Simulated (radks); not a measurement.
The numbers below are computed, except where a source is named.
Ionisation of the hafnium ion Hf+, [Xe] 4f14 5d1 6s2, to [Xe] 4f14 5d2 as the strength of local exchange is varied. Level of theory: Dirac Kohn-Sham, Slater X-alpha exchange (alpha = 2/3 is LDA exchange), no correlation, spin-unpolarised, spherical densities, point nucleus; open shells fill j = l - 1/2 first (a radial shooting solver on a logarithmic mesh with Libxc functionals).

[
 {"alpha": "0.564", "E(Hf+) (hartree)": "-15036.0312", "exchange (hartree)": "-246.9547", "IE (eV)": "14.610", "-e of the level emptied (eV)": "10.287 (6s1/2)", "<r> of it (bohr)": "3.207"},
 {"alpha": "0.667", "E(Hf+) (hartree)": "-15081.2046", "exchange (hartree)": "-293.0067", "IE (eV)": "14.835", "-e of the level emptied (eV)": "11.006 (6s1/2)", "<r> of it (bohr)": "3.142"},
 {"alpha": "0.79", "E(Hf+) (hartree)": "-15135.3420", "exchange (hartree)": "-348.3824", "IE (eV)": "15.068", "-e of the level emptied (eV)": "11.898 (6s1/2)", "<r> of it (bohr)": "3.067"},
 {"alpha": "0.88", "E(Hf+) (hartree)": "-15175.0870", "exchange (hartree)": "-389.1637", "IE (eV)": "15.212", "-e of the level emptied (eV)": "12.572 (6s1/2)", "<r> of it (bohr)": "3.015"},
 {"alpha": "1.001", "E(Hf+) (hartree)": "-15228.6977", "exchange (hartree)": "-444.3404", "IE (eV)": "15.372", "-e of the level emptied (eV)": "13.508 (6s1/2)", "<r> of it (bohr)": "2.948"},
 {"alpha": "1.01", "E(Hf+) (hartree)": "-15232.6934", "exchange (hartree)": "-448.4604", "IE (eV)": "15.382", "-e of the level emptied (eV)": "13.579 (6s1/2)", "<r> of it (bohr)": "2.943"}
]

NIST Atomic Spectra Database: 14.61 +/- 0.04 eV (theoretical). The Delta-SCF value meets it near alpha = 0.56. Spin polarisation and multiplet splitting are left out, so open shells lie too high by an amount that depends on their filling.

Beside tabulated values, note that spin-unpolarised runs miss the spin-polarisation part of the exchange energy of open shells.
